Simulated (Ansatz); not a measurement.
Species: AlP, charge 0, triplet. AlP (SMILES [Al]=[P], triplet).
B3LYP-D3(BJ)/def2-TZVP minimum from Ansatz (a program for electronic structure):
```xyz
2

Al     0.0000     0.0000    -1.1909
P      0.0000     0.0000     1.0321
```
Charge 0, spin multiplicity 3.

Total energies in hartree (Ansatz). UHF or UKS for unpaired electrons; spin-orbit terms are left out. Correlated methods leave the cores frozen. No relativity. For partners of very few electrons the exact lower level stands in for a higher one. The UHF reference of AlP ([Al]=[P], triplet) is spin-contaminated (<S^2> up to 0.08 over the pure value in the sets run). The determinant of AlP ([Al]=[P], triplet) is a saddle point of the SCF energy; a lower one exists, which strains HF and MP2.

```csv
species,HF/cc-pV(T+d)Z,CCSD(T)/cc-pV(T+d)Z,HF/cc-pV(Q+d)Z,CCSD(T)/cc-pV(Q+d)Z,CCSDT(Q)/cc-pV(Q+d)Z
"1: AlP (SMILES [Al]=[P], triplet)",-582.62179,-582.82522,-582.62637,-582.84035,-582.84336
2: Al (doublet),-241.87908,-241.93131,-241.88044,-241.93374,-241.93420
3: P (quartet),-340.71631,-340.82157,-340.71872,-340.82830,-340.82921
```

Problem. Work out the atomisation energy (electronic, to ground-state atoms) in kJ/mol: take Hartree-Fock from cc-pV(Q+d)Z, extrapolate the CCSD(T) correlation energy as X^-3 (X = 3, 4), and add CCSDT(Q) - CCSD(T) in cc-pV(Q+d)Z. 1 hartree = 2625.5 kJ/mol.

Solution. 
Species 1: correlation (64·(-0.21398) - 27·(-0.20343))/37 = -0.22168; step -0.00301; E1 = -582.62637 + (-0.22168) + (-0.00301) = -582.85106
Species 2: correlation (64·(-0.05330) - 27·(-0.05223))/37 = -0.05408; step -0.00046; E2 = -241.88044 + (-0.05408) + (-0.00046) = -241.93498
Species 3: correlation (64·(-0.10958) - 27·(-0.10526))/37 = -0.11273; step -0.00091; E3 = -340.71872 + (-0.11273) + (-0.00091) = -340.83236
-1·E1 +1·E2 +1·E3 = 0.08372 hartree = 219.8 kJ/mol.
